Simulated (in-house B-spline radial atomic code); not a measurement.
**Excitations of neutral xenon by several methods**

Full response, energies in eV; labels give the largest channel, * marks a mixed state, a dash one above the method's threshold, and an imaginary frequency an unstable closed-shell reference. Computed with an all-electron radial atomic-structure program (B-spline basis): linear response of the closed shell [Kr] 4d10 5s2 5p6 with each method's own kernel (bare exchange for TDHF, static screening on G0W0 levels for BSE, the adiabatic kernel for functionals); scalar-relativistic (spin-free one-electron X2C), finite nucleus, no spin-orbit coupling, no double excitations, S, P, D and F terms only; shells from n = 3 respond. Only terms of natural parity with L up to 3 were computed.

| method | 5p → 6s 3P | 5p → 6s 1P | α (bohr³) |
| --- | --- | --- | --- |
| TDHF | 8.635 | 9.018 | 26.76 |
| BSE on G0W0@HF | 9.414 | 9.677 | 24.52 |
| LDA VWN5 | 7.804 | 7.908 | 28.7 |
| PBE | 7.596 | 7.753 | 28.95 |
| PBE0 | 8.118 | 8.310 | 27.84 |
| B3LYP (VWN-RPA) | 7.890 | 8.019 | 28.35 |
| CAM-B3LYP | 8.145 | 8.301 | 27.83 |
| LC-wPBE | ? | ? | ? |
| wB97X | 8.550 | 8.653 | 28.06 |
| HSE06 | 8.124 | 8.326 | 28.02 |
| BHandHLYP | 8.358 | 8.525 | 27.35 |
| BLYP | ? | ? | ? |
| PBEsol | 7.681 | 7.828 | 28.74 |
| BP86 | 7.740 | 7.851 | 28.92 |
| LDA exchange-only | 6.877 | - | 30.68 |
| B97-1 | 8.103 | 8.222 | 28.11 |
| RPBE | 7.497 | 7.650 | 29.03 |
| OLYP | 7.328 | 7.417 | 28.57 |

**Question.** What does LC-wPBE give?

**Answer.** 5p → 6s 3P: 8.614; 5p → 6s 1P: 8.862; α: 27.06 (eV, bohr³).

**Question.** What does BLYP give?

**Answer.** 5p → 6s 3P: 7.392; 5p → 6s 1P: 7.496; α: 29.4 (eV, bohr³).
